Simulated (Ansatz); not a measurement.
Start from `F[CH2][GaH][F]` and change one element to get `F[CH2][InH][F]`.

Ansatz, PBE0-D4/def2-TZVP geometries, multiplicity 1. Each molecule was computed in one conformer, which needn't be the lowest.

Elements past krypton have def2 core potentials. Scalar relativity is left out up to krypton.

```json
{"property": "HOMO energy (PBE0/def2-TZVPP) / eV", "`F[CH2][GaH][F]`": "-8.29"}
{"property": "ideal-gas entropy at 298 K and 1 bar (rigid rotor, harmonic PBE0-D4/def2-TZVP) / J/(mol·K)", "`F[CH2][GaH][F]`": "327"}
{"property": "HOMO energy (ωB97M-V/def2-TZVPP) / eV", "`F[CH2][GaH][F]`": "-10.54"}
{"property": "size of the dipole moment (PBE/def2-TZVPP) / D", "`F[CH2][GaH][F]`": "0.84"}
{"property": "LUMO energy (PBE0/def2-TZVPP) / eV", "`F[CH2][GaH][F]`": "-1.42"}
{"property": "HOMO energy (PBE/def2-TZVPP) / eV", "`F[CH2][GaH][F]`": "-6.86"}
```

What does the change do to each property? (Best estimate.)

Ansatz gave: 
```csv
property,`F[CH2][InH][F]`,shift
HOMO energy (PBE0/def2-TZVPP) / eV,-8.01,0.28
"ideal-gas entropy at 298 K and 1 bar (rigid rotor, harmonic PBE0-D4/def2-TZVP) / J/(mol·K)",342,15
HOMO energy (ωB97M-V/def2-TZVPP) / eV,-10.21,0.33
size of the dipole moment (PBE/def2-TZVPP) / D,1.67,0.83
LUMO energy (PBE0/def2-TZVPP) / eV,-1.67,-0.25
HOMO energy (PBE/def2-TZVPP) / eV,-6.65,0.21
```

With PBE0 the HOMO rises by 0.28 eV and the LUMO falls by 0.25 eV, so the gap narrows by about 0.53 eV. PBE moves the HOMO by 0.21 eV and ωB97M-V by 0.33 eV. Dipoles are sizes alone; their direction can turn. Modes under 60 cm⁻¹, often nearly free rotors, make the harmonic entropy too high.
